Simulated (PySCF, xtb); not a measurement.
C₅H₆F₂, SMILES FC(F)[C@H]1C=CC1.

GFN2-xTB (xtb) at its own geometry gives an orbital gap of 5.13 eV and a dipole moment of 2.60 D.

The structure is a stationary point at PBE0-D3(BJ)/def2-SVP. The structure was generated by enumeration; whether it is a known compound was not checked. The values are those of a single conformer.

Q: What does M06-2X/def2-TZVP in PySCF give? (Estimate from the structure and the level; the computed values follow.)

A: gap 9.68 eV (levels -8.77 and 0.91 eV), dipole 2.06 D.
